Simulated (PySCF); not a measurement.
## Assignment exercise: C₇H₁₃BO₂

Numbering as in the mapped SMILES `[OH:1][B:2]([OH:3])[C@@H:4]1[CH2:5][CH2:6][C@H:7]2[CH2:8][C@@H:9]1[CH2:10]2`; H(Xn) means a hydrogen on atom n. Ha(C5), Ha(C6) are cis to B2 on the ring; Ha(C8), Ha(C10) are cis to C4 on the ring; Hb(C5), Hb(C6) are trans to B2 on the ring; Hb(C8), Hb(C10) are trans to C4 on the ring.

PySCF 2.14 calculation with PBE0-D3(BJ)/def2-SVP geometry and NMR shieldings at B97-2/pcSseg-1/GIAO; isolated molecule, equivalent nuclei averaged, one computed conformer, relativity neglected.

Shifts are taken against calculated references (same method and geometry level): TMS for 13C (σ = 183.69 ppm) and 1H (σ = 31.38 ppm).

Q: Assign these signals to the numbered atoms. 13C{1H} NMR (computed): δ 40.6 (CH2), 36.2 (CH), 35.9 (CH), 32.0 (CH2), 29.5 (CH2), 26.8 (CH), 19.6 (CH2).

A: 
```tsv
δ (ppm)	atoms	environment	reason
40.6	C10	sp3 CH2 in a ring	aliphatic region, no heteroatom directly attached
36.2	C9	sp3 CH in a ring	a saturated carbon with 3 carbon neighbours and no heteroatom attached
35.9	C7	sp3 CH in a ring	–
32.0	C6	sp3 CH2 in a ring	saturated and bonded to C and H only
29.5	C8	sp3 CH2 in a ring	–
26.8	C4	sp3 CH bonded to B	–
19.6	C5	sp3 CH2 in a ring	a saturated carbon with 2 carbon neighbours and no heteroatom attached
```

C9 and C7 lie closer than the usual error of such a calculation, so a measured spectrum could show them in the other order.

Q: Assign these signals to the numbered atoms. 1H NMR (500 MHz, computed): δ 3.74 (br s, 2H), 2.07 (m, 1H), 2.06 (m, 1H), 1.99 (m, 1H), 1.94 (m, 1H), 1.94 (m, 1H), 1.85 (m, 1H), 1.83 (m, 1H), 1.73 (m, 1H), 1.56 (m, 1H), 1.26 (m, 1H), 0.89 (m, 1H).

A: 
3.74 → H(O1)/H(O3), hydrogen on an oxygen bonded to B: labile proton, position sensitive to the medium
2.07 → H(C7), hydrogen on an sp3 CH in a ring
2.06 → Ha(C5), hydrogen on an sp3 CH2 in a ring
1.99 → Hb(C10), hydrogen on an sp3 CH2 in a ring: far from electronegative atoms and π systems
1.94 → H(C9), hydrogen on an sp3 CH in a ring
1.94 → Hb(C5), hydrogen on an sp3 CH2 in a ring
1.85 → Ha(C8), hydrogen on an sp3 CH2 in a ring: far from electronegative atoms and π systems
1.83 → Hb(C8), hydrogen on an sp3 CH2 in a ring
1.73 → Hb(C6), hydrogen on an sp3 CH2 in a ring
1.56 → Ha(C6), hydrogen on an sp3 CH2 in a ring
1.26 → H(C4), hydrogen on an sp3 CH bonded to B
0.89 → Ha(C10), hydrogen on an sp3 CH2 in a ring: far from electronegative atoms and π systems

H(C7) and Ha(C5); Ha(C5) and Hb(C10); Hb(C10) and H(C9); H(C9) and Hb(C5); Hb(C5) and Ha(C8); Ha(C8) and Hb(C8); Hb(C8) and Hb(C6) lie closer than the usual error of such a calculation, so a measured spectrum could show them in the other order.

The OH or NH signal is concentration- and solvent-dependent in practice; the value given is the gas-phase one. A carbon bonded to boron is broadened by the quadrupolar boron nucleus and is often missing from a measured spectrum. Shifts are as computed. Against solution values, carbons near 30 ppm lie about +1 ppm off and those near 130 ppm about +2 ppm. Of 1211 compounds with measured shifts, 218 miss one by over three times the rms of a fit or turn the order of signals round; such compounds aren't used in these exercises. No couplings were computed; multiplicities are counted from neighbouring protons, with m where these are inequivalent, close in shift, in a saturated or five-membered ring or joined by F or P, and br s for small geminal =CH2 splittings.
